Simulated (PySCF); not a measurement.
1-bromo-1-fluorocyclopropane (C₃H₄BrF), SMILES FC1(Br)CC1. Geometry: PBE-D3(BJ)/def2-SVP.

All values below come from PBE-D3(BJ)/def2-SVP run with PySCF.

Harmonic wavenumbers (cm⁻¹): 254, 274, 308, 451, 486, 731, 810, 844, 952, 982, 1001, 1034, 1124, 1162, 1292, 1359, 1429, 3072, 3072, 3171, 3178. Rotational constants (GHz): 6.071, 2.144, 1.822; symmetry number 1.

Work out the zero-point energy and the ideal-gas rigid-rotor harmonic-oscillator thermochemistry at 298.15 K and 1 atm.

ZPE = ½ Σ hcν = ½ × 26987 cm⁻¹ = 38.58 kcal/mol. H − E(el) = 42.40 kcal/mol. Entropy in cal/(mol K): translation 40.70, rotation 27.01, vibration 7.34, total 75.05. G − E(el) = 20.02 kcal/mol. Cp = 20.12 cal/(mol K).
